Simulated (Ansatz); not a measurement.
These are CAM-B3LYP-D3(BJ)/def2-TZVP run with Ansatz (an electronic-structure program) values and carry that method's errors. No frequencies were computed at this level.

Ansatz 0.2 input:
```yaml
crystal:
  periodic: [false, false, false]
  atoms:
    - { symbol: C, position_ang: [1.730436, 0.058672, 0.085492] }
    - { symbol: C, position_ang: [0.439656, 0.788783, 0.268982] }
    - { symbol: C, position_ang: [-0.770647, 0.279634, 0.066001] }
    - { symbol: C, position_ang: [-1.069419, -1.120262, -0.382552] }
    - { symbol: O, position_ang: [-1.916345, 1.008401, 0.252439] }
    - { symbol: H, position_ang: [1.565246, -0.977234, -0.192174] }
    - { symbol: H, position_ang: [2.311745, 0.084703, 1.007451] }
    - { symbol: H, position_ang: [2.327238, 0.536431, -0.692361] }
    - { symbol: H, position_ang: [0.532079, 1.819485, 0.592163] }
    - { symbol: H, position_ang: [-2.147105, -1.236299, -0.454404] }
    - { symbol: H, position_ang: [-0.626275, -1.316892, -1.356477] }
    - { symbol: H, position_ang: [-0.681976, -1.846029, 0.329378] }
    - { symbol: H, position_ang: [-1.694124, 1.902012, 0.539023] }
basis:
  gaussian: { orbitals: def2-tzvp }
hamiltonian:
  xc: cam_b3lyp
  dispersion: d3bj
relax:
  max_steps: 150
```

Output:

```
Functional definition: CAM-B3LYP
1223 factors; their error is unknown
415 factors; integrals over basis functions are off by at most 5.6e-7 eV
mean field evaluation 1: about -6316.1773 eV, gradient 6.3e1 eV
mean field evaluation 2: about -6317.7828 eV, gradient 5.8e1 eV
mean field evaluation 4: about -6324.4515 eV, gradient 2.9e0 eV
mean field evaluation 8: about -6324.4698 eV, gradient 6.2e-2 eV
mean field evaluation 16: about -6324.4510 eV, gradient 1.3e-4 eV
mean field -6324.45098410 eV, -232.4192867988 hartree, gradient 1.2e-5 eV, S^2 0.000000; 0 other end points of the search recorded, 0 dependent functions left out
reference -6324.45111983 eV, -232.4192917868 hartree; 20, 20 occupied and 183, 183 virtual orbitals, 1223 factors
relax step   1: F+E_penalty+E_count = -6324.62881948 eV  Δ(F+E_penalty+E_count) = +0.000e0 eV  max|allowed force component| = 3.176e-1 eV/Å  Δτ_max = 0.0000 Å  (30 SCF iters, accepted)
these checks for a lower state are left out or cut short: starts, cluster_reference, orbital_swaps, neighbouring_geometries, increment
1223 factors; their error is unknown
415 factors; integrals over basis functions are off by at most 5.6e-7 eV
mean field -6324.45892087 eV, -232.4195784698 hartree, gradient 1.7e-5 eV, S^2 0.000000; 0 other end points of the search recorded, 0 dependent functions left out
reference -6324.45905676 eV, -232.4195834635 hartree; 20, 20 occupied and 183, 183 virtual orbitals, 1223 factors
relax step   2: F+E_penalty+E_count = -6324.63658189 eV  Δ(F+E_penalty+E_count) = -7.762e-3 eV  max|allowed force component| = 1.223e-1 eV/Å  Δτ_max = 0.0155 Å  (33 SCF iters, accepted)
these checks for a lower state are left out or cut short: starts, cluster_reference, orbital_swaps, neighbouring_geometries, increment
1223 factors; their error is unknown
415 factors; integrals over basis functions are off by at most 5.6e-7 eV
mean field evaluation 32: about -6324.4599 eV, gradient 1.7e-5 eV
mean field -6324.45986605 eV, -232.4196132045 hartree, gradient 1.7e-5 eV, S^2 0.000000; 0 other end points of the search recorded, 0 dependent functions left out
reference -6324.46000199 eV, -232.4196182001 hartree; 20, 20 occupied and 183, 183 virtual orbitals, 1223 factors
relax step   3: F+E_penalty+E_count = -6324.63756101 eV  Δ(F+E_penalty+E_count) = -9.791e-4 eV  max|allowed force component| = 5.278e-2 eV/Å  Δτ_max = 0.0098 Å  (33 SCF iters, accepted)
these checks for a lower state are left out or cut short: starts, cluster_reference, orbital_swaps, neighbouring_geometries, increment
1223 factors; their error is unknown
415 factors; integrals over basis functions are off by at most 5.6e-7 eV
mean field -6324.45991389 eV, -232.4196149625 hartree, gradient 1.7e-5 eV, S^2 0.000000; 0 other end points of the search recorded, 0 dependent functions left out
reference -6324.46004983 eV, -232.4196199584 hartree; 20, 20 occupied and 183, 183 virtual orbitals, 1223 factors
relax step   4: F+E_penalty+E_count = -6324.63761674 eV  Δ(F+E_penalty+E_count) = -5.573e-5 eV  max|allowed force component| = 6.535e-3 eV/Å  Δτ_max = 0.0041 Å  (33 SCF iters, accepted)
1223 factors; their error is unknown
415 factors; integrals over basis functions are off by at most 5.6e-7 eV
mean field evaluation 64: about -6324.4599 eV, gradient 6.0e-5 eV
mean field -6324.45991389 eV, -232.4196149625 hartree, gradient 1.7e-5 eV, S^2 0.000000; 1 other end points of the search recorded, 0 dependent functions left out
reference -6324.46004983 eV, -232.4196199584 hartree; 20, 20 occupied and 183, 183 virtual orbitals, 1223 factors
Total energy: -6324.63775269 eV, -232.4261504178 hartree
Atom 0 at     1.729731     0.064852     0.085838 Å, force    -0.001804    -0.001137     0.002926 eV/Å
Atom 1 at     0.440557     0.798257     0.270309 Å, force     0.006535    -0.001741    -0.001932 eV/Å
Atom 2 at    -0.767064     0.286116     0.068362 Å, force    -0.003408    -0.002871    -0.005316 eV/Å
Atom 3 at    -1.071004    -1.110774    -0.377113 Å, force     0.001664    -0.004706     0.001443 eV/Å
Atom 4 at    -1.918777     1.003056     0.249021 Å, force     0.000012     0.002412     0.002770 eV/Å
Atom 5 at     1.568834    -0.972245    -0.204340 Å, force    -0.000594     0.001655    -0.001416 eV/Å
Atom 6 at     2.320516     0.060749     1.004923 Å, force    -0.000099    -0.000872     0.000539 eV/Å
Atom 7 at     2.348059     0.529614    -0.686271 Å, force    -0.001384     0.002266     0.001860 eV/Å
Atom 8 at     0.510482     1.833692     0.593395 Å, force    -0.001705    -0.000245    -0.001999 eV/Å
Atom 9 at    -2.147929    -1.240992    -0.450119 Å, force     0.000838     0.001518     0.000979 eV/Å
Atom 10 at    -0.632752    -1.321112    -1.352605 Å, force    -0.000480     0.001385     0.000047 eV/Å
Atom 11 at    -0.683274    -1.845927     0.327916 Å, force     0.000386     0.000405    -0.000363 eV/Å
Atom 12 at    -1.696871     1.896119     0.533644 Å, force     0.000041     0.001931     0.000463 eV/Å
Dipole moment:     0.155893     0.072360     0.027023 e Å
```

Cost: about 70 core-seconds (a rough figure).
